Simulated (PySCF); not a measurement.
N²⁺: excitation energy

N²⁺ [He] 2s2 2p1 (2P) → N²⁺ [He] 2s1 2p2 (4P), as a difference of total energies. Calculation: PySCF 2.14, in aug-cc-pVTZ (5s4p3d2f, 46 functions); no relativity, point nucleus. Correlated levels: valence: 1s2 frozen. The calculations carry no spin-orbit coupling.

```json
{"method": "UHF", "excitation energy (eV)": "5.172"}
{"method": "LDA", "excitation energy (eV)": "6.550"}
{"method": "PBE", "excitation energy (eV)": "6.634"}
{"method": "PBE0", "excitation energy (eV)": "6.508"}
{"method": "r2SCAN", "excitation energy (eV)": "5.842"}
{"method": "BP86", "excitation energy (eV)": "6.803"}
{"method": "PW91", "excitation energy (eV)": "6.617"}
{"method": "MN15", "excitation energy (eV)": "6.753"}
{"method": "B3LYP", "excitation energy (eV)": "7.001"}
{"method": "MP2 (valence)", "excitation energy (eV)": "6.377"}
{"method": "SCS-MP2 (valence)", "excitation energy (eV)": "6.823"}
```

**Question.** How much does correlation contribute at MP2 (valence)?

**Answer.** 6.377 − (5.172) = 1.205 eV, measured against UHF.
